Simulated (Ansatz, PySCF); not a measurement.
Gas-phase reaction (SMILES): N[Si](O)(O)O + S (H2S) → O[Si](O)(O)S [thiosilicic acid] + N (NH3); hydrogen sulfide cleaves one Si-N bond, a model of a ligand-exchange step.

Geometries: B3LYP-D3(BJ)/def2-TZVP minima from Ansatz (a quantum-chemistry and plane-wave program), one conformer each, not searched for the lowest. Correlated levels leave the core frozen unless marked. Spin-orbit coupling is left out. Non-relativistic. CBS(X,Y): correlation extrapolated as X^-3; Hartree-Fock from the larger set. Thermal terms are rigid-rotor harmonic-oscillator values from B3LYP-D3(BJ) frequencies (Ansatz or PySCF) at 298.15 K and 1 atm. 1 Eh = 627.5095 kcal/mol.

```json
[
 {"species": "N[Si](O)(O)O", "E, CCSD(T)/CBS(aug-cc-pV(T+d)Z,aug-cc-pV(Q+d)Z) (Ansatz) (Eh)": "-572.50811", "E, r2SCAN-D4/def2-TZVPD (Ansatz + dftd4) (Eh)": "-573.10801", "H - E (Eh)": "0.07786"},
 {"species": "S (H2S)", "E, CCSD(T)/CBS(aug-cc-pV(T+d)Z,aug-cc-pV(Q+d)Z) (Ansatz) (Eh)": "-398.96772", "E, r2SCAN-D4/def2-TZVPD (Ansatz + dftd4) (Eh)": "-399.37410", "H - E (Eh)": "0.01881"},
 {"species": "O[Si](O)(O)S", "E, CCSD(T)/CBS(aug-cc-pV(T+d)Z,aug-cc-pV(Q+d)Z) (Ansatz) (Eh)": "-914.97063", "E, r2SCAN-D4/def2-TZVPD (Ansatz + dftd4) (Eh)": "-915.93507", "H - E (Eh)": "0.06153"},
 {"species": "N (NH3)", "E, CCSD(T)/CBS(aug-cc-pV(T+d)Z,aug-cc-pV(Q+d)Z) (Ansatz) (Eh)": "-56.50411", "E, r2SCAN-D4/def2-TZVPD (Ansatz + dftd4) (Eh)": "-56.54744", "H - E (Eh)": "0.03799"}
]
```

### Question
Work out ΔE and ΔH at 298.15 K at the first level, then ΔH at the second.

### Answer

1. ΔE = [(-914.97063) + (-56.50411)] - [(-572.50811) + (-398.96772)] = 0.00109 Eh = 0.7 kcal/mol at CCSD(T)/CBS(aug-cc-pV(T+d)Z,aug-cc-pV(Q+d)Z).
2. The terms H - E add up to 0.00285 Eh, so ΔH = (0.00109 + (0.00285))×627.5095 = 2.5 kcal/mol.
3. At r2SCAN-D4/def2-TZVPD the same steps give ΔE = -0.3 and ΔH = 1.5 kcal/mol, a shift of -1.0 from the first level.
4. These values are not checked against measurement here, since the tables used lack a sound gas-phase enthalpy of formation for at least one species.
